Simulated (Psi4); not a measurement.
F₆Ir, quartet, geometry from GFN2-xTB (such geometries of metal compounds can be far from the true shape) (core potentials on Ir); Psi4 with HF/def2-SVP.

Here is a job for Psi4.
```
memory 2 GB

molecule {
0 4
  Ir   -0.00000000   -0.00000000   -0.00000000
  F     1.12482992   -0.44500667   -1.40311054
  F    -1.12482992    0.44500667    1.40311054
  F    -1.16207420    0.81544288   -1.19022222
  F    -0.90351186   -1.60281454   -0.21597302
  F     0.90351186    1.60281454    0.21597302
  F     1.16207420   -0.81544288    1.19022222
}

set basis def2-svp
set reference uhf
set stability_analysis follow
set scf_type pk

energy('scf')
print_variables()
```

The log (banner, timings and long lists left out):

```
   => Loading Basis Set <=

    Name: DEF2-SVP
    Role: ORBITAL
    Keyword: BASIS

    !!!  WARNING: ECP capability is in beta. Please check occupations closely.  !!!

         ---------------------------------------------------------
                                   SCF
               by Justin Turney, Rob Parrish, Andy Simmonett
                          and Daniel G. A. Smith
                              UHF Reference
         ---------------------------------------------------------

  ==> Geometry <==

    Molecular point group: ci
    Full point group: Ih

    Geometry (in Angstrom), charge = 0, multiplicity = 4:

       Center              X                  Y                   Z               Mass
    ------------   -----------------  -----------------  -----------------  -----------------
         IR           0.000000000000     0.000000000000     0.000000000000   192.962921600000
         F            1.124829920000    -0.445006670000    -1.403110540000    18.998403162730
         F           -1.124829920000     0.445006670000     1.403110540000    18.998403162730
         F           -1.162074200000     0.815442880000    -1.190222220000    18.998403162730
         F           -0.903511860000    -1.602814540000    -0.215973020000    18.998403162730
         F            0.903511860000     1.602814540000     0.215973020000    18.998403162730
         F            1.162074200000    -0.815442880000     1.190222220000    18.998403162730

  Running in ci symmetry.

  Rotational constants: A =      0.06464  B =      0.06464  C =      0.06464 [cm^-1]
  Rotational constants: A =   1937.73232  B =   1937.73232  C =   1937.73231 [MHz]
  Nuclear repulsion =  493.255536836273450

  Charge       = 0
  Multiplicity = 4
  Electrons    = 71
  Nalpha       = 37
  Nbeta        = 34

  ==> Algorithm <==

  SCF Algorithm Type is PK.
  DIIS enabled.
  MOM disabled.
  Fractional occupation disabled.
  Guess Type is SAD.
  Energy threshold   = 1.00e-06
  Density threshold  = 1.00e-06
  Integral threshold = 1.00e-12

  ==> Primary Basis <==

  Basis Set: DEF2-SVP
    Blend: DEF2-SVP
    Number of shells: 48
    Number of basis functions: 116
    Number of Cartesian functions: 127
    Spherical Harmonics?: true
    Max angular momentum: 3

  Core potential: DEF2-SVP
    Number of shells: 4
    Number of ECP primitives: 10
    Number of ECP core electrons: 60
    Max angular momentum: 3

  ==> Integral Setup <==

  Using in-core PK algorithm.
   Calculation information:
      Number of atoms:                   7
      Number of AO shells:              48
      Number of primitives:             91
      Number of atomic orbitals:       127
      Number of basis functions:       116

      Integral cutoff                 1.00e-12
      Number of threads:                 1

  Performing in-core PK
  Using 46056582 doubles for integral storage.
  We computed 534396 shell quartets total.
  Whereas there are 692076 unique shell quartets.

  ==> DiskJK: Disk-Based J/K Matrices <==

    J tasked:                  Yes
    K tasked:                  Yes
    wK tasked:                  No
    Schwarz Cutoff:          1E-12

  Minimum eigenvalue in the overlap matrix is 7.5094702009E-03.
  Reciprocal condition number of the overlap matrix is 1.9069098445E-03.
    Using symmetric orthogonalization.

  ==> Pre-Iterations <==

  SCF Guess: Superposition of Atomic Densities via on-the-fly atomic UHF (no occupation information).

   -------------------------
    Irrep   Nso     Nmo
   -------------------------
     Ag        58      58
     Au        58      58
   -------------------------
    Total     116     116
   -------------------------

  ==> Iterations <==

                        Total Energy        Delta E     RMS |[F,P]|

   @UHF iter SAD:  -697.74462965656949   -6.97745e+02   0.00000e+00
   @UHF iter   1:  -698.51785349280942   -7.73224e-01   1.83203e-02 DIIS/ADIIS
   @UHF iter   2:  -697.82031016803217    6.97543e-01   2.52892e-02 DIIS/ADIIS
   @UHF iter   3:  -699.37847759932504   -1.55817e+00   1.19749e-03 DIIS/ADIIS
   @UHF iter   4:  -699.38861661966109   -1.01390e-02   5.03177e-04 DIIS/ADIIS
   @UHF iter   5:  -699.39105771642073   -2.44110e-03   2.25836e-04 DIIS/ADIIS
   @UHF iter   6:  -699.39198732232308   -9.29606e-04   1.20345e-04 DIIS/ADIIS
   @UHF iter   7:  -699.39220377107654   -2.16449e-04   6.64615e-05 DIIS
   @UHF iter   8:  -699.39226174470741   -5.79736e-05   2.84575e-05 DIIS
   @UHF iter   9:  -699.39227060866870   -8.86396e-06   1.21021e-05 DIIS
   @UHF iter  10:  -699.39227231385257   -1.70518e-06   4.59473e-06 DIIS
   @UHF iter  11:  -699.39227261783890   -3.03986e-07   2.16287e-06 DIIS
   @UHF iter  12:  -699.39227266270416   -4.48653e-08   2.54688e-07 DIIS
  Energy and wave function converged.

    Wavefunction stable under totally symmetric rotations.
    Lowest totally symmetric eigenvalue: 0.149710
    Lowest UHF->UHF stability eigenvalues:
      Au 0.102698        Ag 0.149710

    Stability analysis over.

  ==> Post-Iterations <==

   @Spin Contamination Metric:   3.711646313E-02
   @S^2 Expected:                3.750000000E+00
   @S^2 Observed:                3.787116463E+00
   @S   Expected:                1.500000000E+00
   @S   Observed:                1.500000000E+00

    Orbital Energies [Eh]
    ---------------------

    Alpha Occupied:

[...]
      19Ag    -0.680542

    Alpha Virtual:

[...]
      58Ag   358.975686

    Beta Occupied:

[...]
      16Ag    -0.671067

    Beta Virtual:

[...]
      58Ag   358.976601

    Final Occupation by Irrep:
             Ag    Au
    DOCC [    16,   18 ]
    SOCC [     3,    0 ]
    NA   [    19,   18 ]
    NB   [    16,   18 ]

  @UHF Final Energy:  -699.39227266270416

   => Energetics <=

    Nuclear Repulsion Energy =            493.2555368362734498
    One-Electron Energy =               -1993.0835765998506304
    Two-Electron Energy =                 800.4357671008730222
    Total Energy =                       -699.3922726627041584

  UHF NO Occupations:
  HONO-2 :   17 Ag 1.0000000
  HONO-1 :   18 Ag 1.0000000
  HONO-0 :   19 Ag 1.0000000
  LUNO+0 :   20 Ag 0.0057103
  LUNO+1 :   21 Ag 0.0057101
  LUNO+2 :   22 Ag 0.0009808
  LUNO+3 :   23 Ag 0.0009807

Computation Completed

Properties will be evaluated at   0.000000,   0.000000,   0.000000 [a0]

Properties computed using the SCF density matrix

 Multipole Moments:

 ------------------------------------------------------------------------------------
     Multipole            Electronic (a.u.)      Nuclear  (a.u.)        Total (a.u.)
 ------------------------------------------------------------------------------------

 L = 1.  Multiply by 2.5417464519 to convert [e a0] to [Debye]
 Dipole X            :          0.0000000            0.0000000            0.0000000
 Dipole Y            :          0.0000000            0.0000000            0.0000000
 Dipole Z            :          0.0000000            0.0000000            0.0000000
 Magnitude           :                                                    0.0000000

 ------------------------------------------------------------------------------------

  Variable Map:
  ----------------------------------------------------------------------------
[...]
[...]
```
